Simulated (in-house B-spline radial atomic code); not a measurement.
Values are calculated unless marked as measured or tabulated.
**Building a PAW s channel for Sc, r_c = 2.99 bohr**

Sc, [Ar] 3d1 4s2, non-relativistic PBE, spherical and spin-unpolarised, from a B-spline radial code for spherical atoms (atomic units; all potentials screened as in the neutral atom).

Two all-electron partial waves φ1, φ2 are integrated outwards at E1 = ε(4s) = -0.152566 and E2 = E1 + 2 hartree; φ1 is the bound orbital and φ2 has unit norm inside r_c = 2.9947 bohr. Smooth partners are polynomials, r^1(a0 + a1 r² + a2 r⁴ + a3 r⁶), matched to φ and three derivatives at r_c, with no condition on the norm. The local potential is -2.845 + (0.840178) r² + (-0.101859) r⁴ + (0.00437291) r⁶ inside 2.5547 bohr and the all-electron one outside.

```csv
wave,φ(r_c),φ'(r_c),a0,a1,a2,a3
1,0.568322,0.03325776,0.1497118,0.02709796,-0.003575722,0.0001173363
2,0.9492685,0.7230978,-2.790865,0.8016487,-0.06537796,0.001631439
```

Inside r_c the overlaps are <φi φj> = [[0.32143, -0.09485], [-0.09485, 1.00000]] and, for the smooth waves, [[0.36085, -0.56633], [-0.56633, 5.60685]]. With χj = (Ej − T − V_local) applied to smooth wave j, the program's quadrature gives the matrix B_ij = <smooth i, χj> as [[0.16680, -1.98793], [-1.04497, 15.22000]].

Problem. Check the match of the first wave, and find the augmentation charges q_ij.

Solution. At r_c the four terms are 0.44834, 0.72777, -0.86125, 0.25346, which sum to 0.5683, φ1(r_c) to rounding. q_ij is the all-electron overlap less the smooth one: [[-0.03942, 0.47148], [0.47148, -4.60685]]. The smooth first wave has a norm of 0.3609 inside r_c against 0.3214, so q11 is negative and must stay small enough for the overlap operator to be positive.

Problem. B isn't symmetric. Show that D_ij = B_ij + Ej q_ij is.

Solution. Integrating by parts gives B12 − B21 = (E1 − E2) q12: -1.98793 − (-1.04497) = -0.94296, and −2 × (0.47148) = -0.94296. So D12 = -1.98793 + (1.847434)(0.47148) = -1.11690 and D21 = -1.04497 + (-0.152566)(0.47148) = -1.11690; D11 = 0.17282, D22 = 6.70915. The projectors, p = (B⁻¹)ᵀ χ, are dual to the smooth waves; det B = 0.46.

Solving (T + V_local + Σ p D p) ψ = E (1 + Σ p q p) ψ in a sphere of 9 bohr, whose wall lifts the free-atom level a little, gives these levels:

| all-electron | one projector | two projectors |
| --- | --- | --- |
| -0.150621 | -0.150622 | -0.926387 |
| 0.119503 | 0.067768 | -0.150621 |
| 0.493967 | 0.141793 | 0.119433 |
| 1.026570 | 0.515771 | 0.493517 |
| 1.706850 | 1.054300 | 1.025840 |

Problem. What does the second projector gain?

Solution. With one projector the errors are 0.00 millihartree, and the level at 0.0678 is out of step with the all-electron series: an extra state, or one far too low, so the pairing ends there; skipping it, the next levels are off by +22.3, +21.8, +27.7 millihartree. With two a ghost lies below the reference level, so the set fails. The lowest eigenvalue of the overlap operator is 0.7058 with one and 0.01782 with two projectors. The smooth orbital alone needs a cutoff of 1.69 hartree for 1 millihartree of kinetic energy, against 2.33 for a norm-conserving Troullier-Martins orbital of the same radius, which is no gain while the set fails.
